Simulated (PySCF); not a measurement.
These are B3LYP-D3(BJ)/def2-TZVP // PBE-D3(BJ)/def2-SVP (PySCF) values and carry that method's errors. Isolated molecules, 0 K electronic values unless said otherwise. B3LYP has the VWN-RPA correlation part, as in Gaussian. 

Reference species: [Zr(F)4] (neutral, multiplicity 1).

```
Property                                                          Value
------------------------------------------------------------  ---------
mean distance from the central atom to its bonded neighbours    1.909 Å
HOMO                                                          -11.90 eV
coordination number                                                   4
```

After one change: the mean distance from the central atom to its bonded neighbours decreases by 0.278 Å; the HOMO rises by 1.59 eV; the coordination number stays essentially unchanged.

Q: Name the change that produced these shifts. The new species is one of these.
(A) [Ta(=O)(F)3]
(B) [Cr(=O)2(F)2]
(C) [W(=O)(F)4]
(D) [V(=O)(F)3]

A: B, [Cr(=O)2(F)2]
